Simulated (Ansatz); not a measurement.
Job for Ansatz (a first-principles code): U-CCSD(T)/def2-TZVPP on ClFGaH (SMILES [F][GaH][Cl]), a point of a bond scan (R = 4.933 Å). The run froze 20 orbitals, filled d shells among them.

Ansatz 0.2 input:
```yaml
crystal:
  periodic: [false, false, false]
  atoms:
    - {symbol: Ga, position_ang: [-0.42035658, 0.09491825, -0.34524222]}
    - {symbol: H, position_ang: [-4.22853776, -1.54820981, -3.01651435]}
    - {symbol: F, position_ang: [-0.00462516, 1.79964022, -0.33176534]}
    - {symbol: Cl, position_ang: [0.86371139, -1.10121578, 0.87461245]}
basis:
  gaussian:
    orbitals: def2-TZVPP
correlation: {method: ccsd_t, electrons: outside_noble_gas}
scf: {omitted_lower_state_checks: [cluster_reference]}
magnetization: {spin_polarized: true, initial_magnetization: 0}
```

Output:

```
WARN ansatz: RAYON_NUM_THREADS=1 ignored (pool sized by the plan → 1); use --threads N
Functional definition: HF
these checks for a lower state are left out or cut short: cluster_reference
integrals: 0.41 GiB planned
846 factors; integrals over basis functions are off by at most 1.4e-3 eV
mean field: 0.56 GiB planned
mean field evaluation 1: about -67554.4863 eV, gradient 2.3e1 eV
mean field evaluation 2: about -67554.4904 eV, gradient 2.3e1 eV
mean field evaluation 4: about -67556.7589 eV, gradient 2.3e0 eV
mean field evaluation 8: about -67556.8153 eV, gradient 1.3e-1 eV
mean field evaluation 16: about -67556.8155 eV, gradient 2.6e-4 eV
mean field evaluation 32: about -67561.1855 eV, gradient 4.6e-4 eV
mean field evaluation 64: about -67561.0209 eV, gradient 3.7e0 eV
mean field -67561.18552809 eV, -2482.8277735409 hartree, gradient 6.4e-6 eV, S^2 1.004991; 6 other end points of the search recorded, 0 dependent functions left out
20 core orbitals not correlated, not the lowest: weight in the atoms' cores, before any rotation towards them, 0.955 or more for the frozen orbitals, at most 0.045 for the correlated occupied ones
reference -67561.18552809 eV, -2482.8277735409 hartree; 9, 9 occupied and 106, 106 virtual orbitals, 846 factors
second order -13.42868593 eV of doubles, -0.00000000 eV of singles
coupled cluster: 0.85 GiB planned
cycle   1  -13.52003056 eV  change   -9.1e-2 eV  update   8.5e-2
cycle   2  -13.78994962 eV  change   -2.7e-1 eV  update   2.9e-2
cycle   3  -13.87928575 eV  change   -8.9e-2 eV  update   1.7e-2
cycle   4  -13.87460029 eV  change    4.7e-3 eV  update   5.3e-3
cycle   5  -13.86993533 eV  change    4.7e-3 eV  update   2.4e-3
cycle   6  -13.87098786 eV  change   -1.1e-3 eV  update   9.4e-4
cycle   7  -13.87111941 eV  change   -1.3e-4 eV  update   4.2e-4
cycle   8  -13.87110395 eV  change    1.5e-5 eV  update   1.7e-4
cycle   9  -13.87116877 eV  change   -6.5e-5 eV  update   8.9e-5
cycle  10  -13.87114904 eV  change    2.0e-5 eV  update   5.4e-5
cycle  11  -13.87114644 eV  change    2.6e-6 eV  update   4.7e-5
cycle  12  -13.87116757 eV  change   -2.1e-5 eV  update   4.2e-5
cycle  13  -13.87115207 eV  change    1.5e-5 eV  update   3.8e-5
cycle  14  -13.87117303 eV  change   -2.1e-5 eV  update   2.7e-5
cycle  15  -13.87117129 eV  change    1.7e-6 eV  update   1.5e-5
coupled cluster: 0.86 GiB planned
perturbative correction -0.50232695 eV, -0.0184601749 hartree
Total energy: -67575.55902633 eV, -2483.3559898584 hartree
Checks for a lower state left out: cluster_reference
```

Self-consistency was reached. Its determinant has ⟨S²⟩ = 1.00, a mixture of spin states.

Cost: about 40 core-seconds (a rough figure).
